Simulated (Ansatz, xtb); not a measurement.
## BClH6Si2: where a starting geometry ends

The starting geometry of this gas-phase singlet was built from a drawn formula by distance geometry and a force field; its bonds are those of `[SiH3][SiH+][BH2-]Cl`.

```
atom    x (Å)    y (Å)    z (Å)
   B  -0.3026   1.4565   0.1600
  Cl   1.1717   1.1754  -0.9549
  Si  -1.1126  -2.0618   0.0775
  Si  -1.6512   0.0645  -0.2119
   H   0.0015  -2.4199  -0.8109
   H  -2.3124  -2.8647  -0.2995
   H  -0.7333  -2.3232   1.4804
   H  -2.9932   0.4483  -0.6867
   H   0.0330   1.3881   1.2435
   H  -0.7832   2.5246  -0.0560
```

Predict what becomes of its bonds when it is optimised with r2SCAN-D4/def2-SVP.

A new bond forms, giving a structure given below by its coordinates. Distances that change by over a tenth: B1–Cl2 (1.87 → 2.32 Å). Contacts that close: Cl2–Si4 (3.12 → 2.19 Å).

The energy falls by 1.51 eV over 22 steps:

| step | E − E(last) (eV) |
| --- | --- |
| 1 | 1.508 |
| 3 | 0.862 |
| 6 | 0.215 |
| 8 | 0.059 |
| 10 | 0.038 |
| 13 | 0.018 |
| 15 | 0.007 |
| 17 | 0.002 |
| 20 | 0.000 |
| 22 | 0.000 |

Final geometry (Å):

```xyz
10

B    -0.6934    1.6563    0.6264
Cl    0.6605    0.8485   -1.0744
Si   -1.0652   -2.1001    0.0648
Si   -1.3280    0.1601   -0.4848
H    -0.6324   -2.8777   -1.1347
H    -2.3611   -2.6557    0.5625
H    -0.0327   -2.2117    1.1363
H    -2.2209    0.3701   -1.6642
H    -0.0656    1.4148    1.6250
H    -0.9435    2.7834    0.2847
```

From the same start GFN2-xTB ends elsewhere, differing in B1–Cl2 (1.96 against 2.32 Å here).

The end wasn't checked by frequencies. Run with Ansatz 0.2.0, 46 s on 2 threads of Intel(R) Xeon(R) Platinum 8259CL CPU @ 2.50GHz (Skylake/Cascade Lake) (shared host).
